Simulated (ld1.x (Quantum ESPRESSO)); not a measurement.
**ytterbium (Yb): PAW pseudisation with PBE, fully relativistic reference atom.**

ld1.x (Quantum ESPRESSO) 7.5 was run on this input:

```
&input
   title='Yb', zed=70., rel=2, dft='PBE', iswitch=3,
   config='[Xe] 4f14 5d0 6s1.5 6p0.5', rel_dist='average',
   nld=5, rlderiv=2.70, eminld=-6.0, emaxld=5.0, deld=0.02
 /
 &inputp
   pseudotype=3, lpaw=.true., tm=.true., lloc=-1, rcloc=2.20,
   nlcc=.true., rcore=1.95,
   which_augfun='BG', rmatch_augfun=1.30,
   file_pseudopw='Yb.UPF', file_wfcaegen='ae.wfc', file_wfcncgen='nc.wfc', file_beta='beta', file_chi='chi', file_wfcusgen='us.wfc'
 /
6
5S  1  0   2.00   0.00  1.75  2.15  0.0
6S  2  0   1.50   0.00  1.75  2.15  0.0
5P  2  1   6.00   0.00  2.20  2.40  0.0
6P  3  1   0.50   0.00  2.20  2.40  0.0
5D  3  2   0.00   0.00  1.90  2.50  0.0
5D  3  2   0.00   0.35  1.90  2.50  0.0
 &test
   configts(1)='5s2 5p6 5d0 6s1.5 6p0.5'
 /
```

Command:

```bash
ld1.x < Yb.in > Yb.out
```

Resulting log (shortened: banner, matrices, multipoles, cross overlaps and the repeated all-electron block are left out):

```
Program LD1 v.7.5
 state nlj           4           3   2.5000000000000000       not converged
 state nlj           4           3   3.5000000000000000       not converged
 state nlj           4           3   2.5000000000000000       not converged
 state nlj           4           3   3.5000000000000000       not converged
 state nlj           5           2   1.5000000000000000       not converged
 state nlj           5           2   2.5000000000000000       not converged
 state nlj           6           1  0.50000000000000000       not converged
 state nlj           6           1   1.5000000000000000       not converged
 classical turning point too close to mesh           5           2           2
 classical turning point too close to mesh           5           2          -3
 classical turning point too close to mesh           6           0          -1
 classical turning point too close to mesh           6           1           1
 classical turning point too close to mesh           6           1          -2
 classical turning point too close to mesh           4           3           3
 classical turning point too close to mesh           4           3          -4
     --------------------------- All-electron run ----------------------------

     Yb
     dirac relativistic calculation

     atomic number is 70.00
     dft =PBE   lsd =0 sic =0 latt =0  beta=0.20 tr2=1.0E-14
     Exchange-correlation= PBE
                           (   1   4   3   4   0   0   0)
     mesh =1269 r(mesh) =  99.63413 a.u. xmin = -7.00 dx = 0.01250
     1 Ry =  13.60569312 eV, c = 137.03599908

     n l j   nl                  e(Ry)          e(Ha)          e(eV)
     Spin orbit split results
     1 0 0.5 1S 1( 2.00)     -4495.8781     -2247.9390    -61169.5375
     2 0 0.5 2S 1( 2.00)      -761.2884      -380.6442    -10357.8559
     2 1 0.5 2P 1( 2.00)      -726.0486      -363.0243     -9878.3948
     2 1 1.5 2P 1( 4.00)      -649.0866      -324.5433     -8831.2724
     3 0 0.5 3S 1( 2.00)      -171.6317       -85.8158     -2335.1679
     3 1 0.5 3P 1( 2.00)      -156.1009       -78.0504     -2123.8603
     3 1 1.5 3P 1( 4.00)      -139.7649       -69.8825     -1901.5989
     4 0 0.5 4S 1( 2.00)       -33.8131       -16.9065      -460.0503
     4 1 0.5 4P 1( 2.00)       -27.5315       -13.7658      -374.5857
     4 1 1.5 4P 1( 4.00)       -23.8343       -11.9172      -324.2823
     3 2 1.5 3D 1( 4.00)      -113.3715       -56.6858     -1542.4982
     3 2 2.5 3D 1( 6.00)      -109.8029       -54.9015     -1493.9446
     5 0 0.5 5S 1( 2.00)        -4.0905        -2.0453       -55.6546
     5 1 0.5 5P 1( 2.00)        -2.3976        -1.1988       -32.6208
     5 1 1.5 5P 1( 4.00)        -1.9502        -0.9751       -26.5334
     4 2 1.5 4D 1( 4.00)       -13.5147        -6.7574      -183.8772
     4 2 2.5 4D 1( 6.00)       -12.8418        -6.4209      -174.7212
     4 3 2.5 4F 1( 6.00)        -0.3352        -0.1676        -4.5610
     4 3 3.5 4F 1( 8.00)        -0.2385        -0.1192        -3.2445
     5 2 1.5 5D 1( 0.00)        -0.0991        -0.0496        -1.3489
     5 2 2.5 5D 1( 0.00)        -0.0841        -0.0420        -1.1442
     6 0 0.5 6S 1( 1.50)        -0.3229        -0.1615        -4.3937
     6 1 0.5 6P 1( 0.17)        -0.1222        -0.0611        -1.6626
     6 1 1.5 6P 1( 0.33)        -0.1026        -0.0513        -1.3953
     Averaged results
     1 0     1S 1( 2.00)     -4495.8781     -2247.9390    -61169.5375
     2 0     2S 1( 2.00)      -761.2884      -380.6442    -10357.8559
     2 1     2P 1( 6.00)      -674.7406      -337.3703     -9180.3132
     3 0     3S 1( 2.00)      -171.6317       -85.8158     -2335.1679
     3 1     3P 1( 6.00)      -145.2102       -72.6051     -1975.6860
     4 0     4S 1( 2.00)       -33.8131       -16.9065      -460.0503
     4 1     4P 1( 6.00)       -25.0667       -12.5334      -341.0501
     3 2     3D 1(10.00)      -111.2304       -55.6152     -1513.3660
     5 0     5S 1( 2.00)        -4.0905        -2.0453       -55.6546
     5 1     5P 1( 6.00)        -2.0993        -1.0497       -28.5625
     4 2     4D 1(10.00)       -13.1110        -6.5555      -178.3836
     4 3     4F 1(14.00)        -0.2799        -0.1400        -3.8087
     5 2     5D 1( 0.00)        -0.0901        -0.0451        -1.2261
     6 0     6S 1( 1.50)        -0.3229        -0.1615        -4.3937
     6 1     6P 1( 0.50)        -0.1091        -0.0546        -1.4844

     final scf error:  1.9E-15 reached in  39 iterations

     Etot =  -28151.825535 Ry,  -14075.912768 Ha, -383025.099085 eV

     Ekin =   31282.178993 Ry,   15641.089496 Ha,  425615.727591 eV
     Encl =  -69914.013738 Ry,  -34957.006869 Ha, -951228.615913 eV
     Eh   =   11069.258906 Ry,    5534.629453 Ha,  150604.939773 eV
     Exc  =    -589.249696 Ry,    -294.624848 Ha,   -8017.150535 eV

     normalization and overlap integrals

     s(1S/1S) =  1.000000  <r> =   0.0197  <r2> =    0.0005  r(max) =   0.0123
     s(2S/2S) =  1.000000  <r> =   0.0827  <r2> =    0.0081  r(max) =   0.0708
     s(2P/2P) =  1.000000  <r> =   0.0687  <r2> =    0.0059  r(max) =   0.0531
     s(2P/2P) =  1.000000  <r> =   0.0762  <r2> =    0.0071  r(max) =   0.0594
     s(3S/3S) =  1.000000  <r> =   0.2162  <r2> =    0.0536  r(max) =   0.1997
     s(3P/3P) =  1.000000  <r> =   0.2061  <r2> =    0.0494  r(max) =   0.1876
     s(3P/3P) =  1.000000  <r> =   0.2201  <r2> =    0.0562  r(max) =   0.1997
     s(4S/4S) =  1.000000  <r> =   0.4878  <r2> =    0.2689  r(max) =   0.4557
     s(4P/4P) =  1.000000  <r> =   0.4956  <r2> =    0.2799  r(max) =   0.4557
     s(4P/4P) =  1.000000  <r> =   0.5280  <r2> =    0.3175  r(max) =   0.4851
     s(3D/3D) =  1.000000  <r> =   0.1935  <r2> =    0.0440  r(max) =   0.1575
     s(3D/3D) =  1.000000  <r> =   0.1978  <r2> =    0.0459  r(max) =   0.1615
     s(5S/5S) =  1.000000  <r> =   1.2091  <r2> =    1.6493  r(max) =   1.0661
     s(5P/5P) =  1.000000  <r> =   1.3680  <r2> =    2.1366  r(max) =   1.1636
     s(5P/5P) =  1.000000  <r> =   1.4871  <r2> =    2.5297  r(max) =   1.2542
     s(4D/4D) =  1.000000  <r> =   0.5534  <r2> =    0.3560  r(max) =   0.4851
     s(4D/4D) =  1.000000  <r> =   0.5649  <r2> =    0.3709  r(max) =   0.4973
     s(4F/4F) =  1.000000  <r> =   0.7768  <r2> =    0.8423  r(max) =   0.4790
     s(4F/4F) =  1.000000  <r> =   0.8021  <r2> =    0.9172  r(max) =   0.4851
     s(5D/5D) =  1.000000  <r> =   3.4355  <r2> =   15.5437  r(max) =   1.9917
     s(5D/5D) =  1.000000  <r> =   3.6880  <r2> =   17.9757  r(max) =   2.1202
     s(6S/6S) =  1.000000  <r> =   3.8699  <r2> =   17.1146  r(max) =   3.2430
     s(6P/6P) =  1.000000  <r> =   5.3755  <r2> =   33.5506  r(max) =   4.3232
     s(6P/6P) =  1.000000  <r> =   5.8356  <r2> =   39.5165  r(max) =   4.7186

     ------------------------ End of All-electron run ------------------------

     --------------------- Generating PAW atomic setup --------------------

      Generating local potential from pseudized AE potential:
      Matching radius rcloc =   2.2000

      Local pseudo, rcloc= 2.174 Estimated cut-off energy=     5.27 Ry

      Computing core charge for nlcc:

       r > 1.97 : true rho core
       r < 1.97 : rho core = a sin(br)/r    a=   0.88  b=   1.34

      Integrated core pseudo-charge :   1.83

     Fully relativistic calculation: |psi|^2

     Wfc 5S LC norm =  0.99967757 SC norm =  0.00032239 missing  0.00000004
     Speed at rcutus      0.454 a.u.,  v/c =  0.003316,  (v/c)^2 = -0.00001099

     Wfc 6S LC norm =  0.99997049 SC norm =  0.00002747 missing  0.00000204
     Speed at rcutus      0.456 a.u.,  v/c =  0.003325,  (v/c)^2 =  0.00001105

     Wfc 5P LC norm =  0.99974975 SC norm =  0.00025017 missing  0.00000008
     Speed at rcutus      0.330 a.u.,  v/c =  0.002411,  (v/c)^2 = -0.00000581

     Wfc 5P LC norm =  0.99978747 SC norm =  0.00021209 missing  0.00000043
     Speed at rcutus      0.313 a.u.,  v/c =  0.002281,  (v/c)^2 = -0.00000520

     Wfc 6P LC norm =  0.99998571 SC norm =  0.00001359 missing  0.00000069
     Speed at rcutus      0.256 a.u.,  v/c =  0.001870,  (v/c)^2 =  0.00000350

     Wfc 6P LC norm =  0.99998772 SC norm =  0.00001001 missing  0.00000227
     Speed at rcutus      0.184 a.u.,  v/c =  0.001345,  (v/c)^2 =  0.00000181

     Wfc 5D LC norm =  0.99995313 SC norm =  0.00004648 missing  0.00000040
     Speed at rcutus      0.528 a.u.,  v/c =  0.003851,  (v/c)^2 =  0.00001483

     Wfc 5D LC norm =  0.99995911 SC norm =  0.00003589 missing  0.00000500
     Speed at rcutus      0.516 a.u.,  v/c =  0.003768,  (v/c)^2 =  0.00001420
      Wfc-us  5S rcutus= 2.174  Estimated cut-off energy=    11.95 Ry
      Wfc-us  6S rcutus= 2.174  Estimated cut-off energy=    24.35 Ry
      Wfc-us  5P rcutus= 2.402  Estimated cut-off energy=    15.01 Ry
      Wfc-us  5P rcutus= 2.402  Estimated cut-off energy=    14.76 Ry
      Wfc-us  6P rcutus= 2.402  Estimated cut-off energy=    28.11 Ry
      Wfc-us  6P rcutus= 2.402  Estimated cut-off energy=    27.37 Ry
      Wfc-us  5D rcutus= 2.526  Estimated cut-off energy=    17.60 Ry
      Wfc-us  5D rcutus= 2.526  Estimated cut-off energy=    17.53 Ry
      Wfc-us  5D rcutus= 2.526  Estimated cut-off energy=    19.17 Ry
      Wfc-us  5D rcutus= 2.526  Estimated cut-off energy=    18.92 Ry

     Required augmentation: BG   radius:    1.300000
     Message from routine us2paw:
     WARNING: using Bloechl style augmentation functions is not a good idea, as analytical overlap are not implemented in pwscf: use BESSEL or GAUSS instead.
     Message from routine us2paw:
     WARNING: using Bloechl style augmentation functions is not a good idea, as analytical overlap are not implemented in pwscf: use BESSEL or GAUSS instead.
     Message from routine us2paw:
     WARNING: using Bloechl style augmentation functions is not a good idea, as analytical overlap are not implemented in pwscf: use BESSEL or GAUSS instead.
     Message from routine us2paw:
     WARNING: using Bloechl style augmentation functions is not a good idea, as analytical overlap are not implemented in pwscf: use BESSEL or GAUSS instead.
     [... 1 repeated lines left out ...]
     WARNING: using Bloechl style augmentation functions is not a good idea, as analytical overlap are not implemented in pwscf: use BESSEL or GAUSS instead.
     [... 1 repeated lines left out ...]
     WARNING: using Bloechl style augmentation functions is not a good idea, as analytical overlap are not implemented in pwscf: use BESSEL or GAUSS instead.
     [... 1 repeated lines left out ...]
     WARNING: using Bloechl style augmentation functions is not a good idea, as analytical overlap are not implemented in pwscf: use BESSEL or GAUSS instead.
     [... 1 repeated lines left out ...]
     WARNING: using Bloechl style augmentation functions is not a good idea, as analytical overlap are not implemented in pwscf: use BESSEL or GAUSS instead.
     [... 1 repeated lines left out ...]
     WARNING: using Bloechl style augmentation functions is not a good idea, as analytical overlap are not implemented in pwscf: use BESSEL or GAUSS instead.
     [... 1 repeated lines left out ...]
     WARNING: using Bloechl style augmentation functions is not a good idea, as analytical overlap are not implemented in pwscf: use BESSEL or GAUSS instead.
     [... 1 repeated lines left out ...]
     WARNING: using Bloechl style augmentation functions is not a good idea, as analytical overlap are not implemented in pwscf: use BESSEL or GAUSS instead.
     [... 1 repeated lines left out ...]
     WARNING: using Bloechl style augmentation functions is not a good idea, as analytical overlap are not implemented in pwscf: use BESSEL or GAUSS instead.
     [... 1 repeated lines left out ...]
     WARNING: using Bloechl style augmentation functions is not a good idea, as analytical overlap are not implemented in pwscf: use BESSEL or GAUSS instead.
     [... 1 repeated lines left out ...]
     WARNING: using Bloechl style augmentation functions is not a good idea, as analytical overlap are not implemented in pwscf: use BESSEL or GAUSS instead.
     [... 1 repeated lines left out ...]
     WARNING: using Bloechl style augmentation functions is not a good idea, as analytical overlap are not implemented in pwscf: use BESSEL or GAUSS instead.
     [... 1 repeated lines left out ...]
     WARNING: using Bloechl style augmentation functions is not a good idea, as analytical overlap are not implemented in pwscf: use BESSEL or GAUSS instead.
     [... 1 repeated lines left out ...]
     WARNING: using Bloechl style augmentation functions is not a good idea, as analytical overlap are not implemented in pwscf: use BESSEL or GAUSS instead.
     [... 1 repeated lines left out ...]
     WARNING: using Bloechl style augmentation functions is not a good idea, as analytical overlap are not implemented in pwscf: use BESSEL or GAUSS instead.
     [... 1 repeated lines left out ...]
     WARNING: using Bloechl style augmentation functions is not a good idea, as analytical overlap are not implemented in pwscf: use BESSEL or GAUSS instead.
     [... 1 repeated lines left out ...]
     WARNING: using Bloechl style augmentation functions is not a good idea, as analytical overlap are not implemented in pwscf: use BESSEL or GAUSS instead.
     [... 1 repeated lines left out ...]
     WARNING: using Bloechl style augmentation functions is not a good idea, as analytical overlap are not implemented in pwscf: use BESSEL or GAUSS instead.
     [... 1 repeated lines left out ...]
     WARNING: using Bloechl style augmentation functions is not a good idea, as analytical overlap are not implemented in pwscf: use BESSEL or GAUSS instead.
     [... 1 repeated lines left out ...]
     WARNING: using Bloechl style augmentation functions is not a good idea, as analytical overlap are not implemented in pwscf: use BESSEL or GAUSS instead.
     [... 1 repeated lines left out ...]
     WARNING: using Bloechl style augmentation functions is not a good idea, as analytical overlap are not implemented in pwscf: use BESSEL or GAUSS instead.
     [... 1 repeated lines left out ...]
     WARNING: using Bloechl style augmentation functions is not a good idea, as analytical overlap are not implemented in pwscf: use BESSEL or GAUSS instead.
     [... 1 repeated lines left out ...]
     WARNING: using Bloechl style augmentation functions is not a good idea, as analytical overlap are not implemented in pwscf: use BESSEL or GAUSS instead.
     [... 1 repeated lines left out ...]
     WARNING: using Bloechl style augmentation functions is not a good idea, as analytical overlap are not implemented in pwscf: use BESSEL or GAUSS instead.
     Gaussians generated with zeta:    18.722263

     Estimated PAW energy = -644.431485 Ryd

     ------------------- End of pseudopotential generation -------------------

 state nlj           4           3   2.5000000000000000       not converged
 state nlj           4           3   3.5000000000000000       not converged
 state nlj           4           3   2.5000000000000000       not converged
 state nlj           4           3   3.5000000000000000       not converged
 state nlj           5           2   1.5000000000000000       not converged
 state nlj           5           2   2.5000000000000000       not converged
 state nlj           6           1  0.50000000000000000       not converged
 state nlj           6           1   1.5000000000000000       not converged
 classical turning point too close to mesh           5           2           2
 classical turning point too close to mesh           5           2          -3
 classical turning point too close to mesh           6           0          -1
 classical turning point too close to mesh           6           1           1
 classical turning point too close to mesh           6           1          -2
 classical turning point too close to mesh           4           3           3
 classical turning point too close to mesh           4           3          -4
     Computing logarithmic derivative in   2.70547
     Computing logarithmic derivative in   2.70547
     Computing the partial wave expansion
     R is outside the sphere for l=    0 j= 0.50
     R is outside the sphere for l=    0 j= 0.50
     R is outside the sphere for l=    1 j= 0.50
     R is outside the sphere for l=    1 j= 0.50
     R is outside the sphere for l=    1 j= 1.50
     R is outside the sphere for l=    1 j= 1.50
     R is outside the sphere for l=    2 j= 1.50
     R is outside the sphere for l=    2 j= 1.50
     R is outside the sphere for l=    2 j= 2.50
     R is outside the sphere for l=    2 j= 2.50

     ---------------------- Testing the pseudopotential ----------------------

     Yb
     dirac relativistic calculation

     atomic number is 70.00   valence charge is 10.00
     dft = SLA  PW   PBX  PBC   lsd =0 sic =0 latt =0  beta=0.20 tr2=1.0E-14
     mesh =1269 r(mesh) =  99.63413 xmin = -7.00 dx = 0.01250

     n l  j  nl             e AE (Ry)       e PS (Ry)    De AE-PS (Ry)
     1 0 0.5 5S   1( 2.00)       -4.09054       -4.09055        0.00001
     2 1 0.5 5P   1( 2.00)       -2.39759       -2.39760        0.00002
     2 1 1.5 5P   1( 4.00)       -1.95017       -1.95018        0.00001
     3 2 1.5 5D   1( 0.00)       -0.09915       -0.09915        0.00000
     3 2 2.5 5D   1( 0.00)       -0.08409       -0.08410        0.00000
     2 0 0.5 6S   1( 1.50)       -0.32293       -0.32293       -0.00000
     3 1 0.5 6P   1( 0.17)       -0.12220       -0.12220       -0.00000
     3 1 1.5 6P   1( 0.33)       -0.10255       -0.10255        0.00000

     eps = 2.3E-15  iter = 10

     Etot =  -28151.825535 Ry,  -14075.912768 Ha, -383025.099085 eV
     Etotps =  -644.431478 Ry,    -322.215739 Ha,   -8767.936934 eV

     Ekin =     163.274310 Ry,      81.637155 Ha,    2221.460153 eV
     Encl =    -269.706357 Ry,    -134.853178 Ha,   -3669.541921 eV
     Ehrt =      51.250222 Ry,      25.625111 Ha,     697.294786 eV
     Ecxc =    -589.249653 Ry,    -294.624827 Ha,   -8017.149953 eV
     (Ecc =      -1.052804 Ry,      -0.526402 Ha,     -14.324134 eV)

     ---------------------- End of pseudopotential test ----------------------
```

Generation and configuration tests took about 6.5 s on one core of a shared server CPU.
